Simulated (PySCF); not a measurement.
MnI₂, SMILES [Mn]([I])[I] (connectivity only; charge and spin as stated), neutral, multiplicity 6.

Geometry optimised at PBE0-D3(BJ)/def2-SVP. The spin state was assumed, not searched. The def2 effective core potentials stand for the cores of I; spin–orbit coupling is left out.

Calculation: PySCF 2.14.0 with PBE0-D3(BJ)/def2-SVP.

Frequencies are harmonic and unscaled.

Modes within 1.5 cm⁻¹ of each other (mostly degenerate sets) share a row, with their intensities summed.

| mode | ν (cm⁻¹) | IR (km/mol) | moving atoms (share of kinetic energy) |
|---|---|---|---|
| 1–2 | 50 | 21.3 | Mn 82 %, I 18 % |
| 3 | 146 | 0.0 | I 100 % |
| 4 | 338 | 107.4 | Mn 82 %, I 18 % |
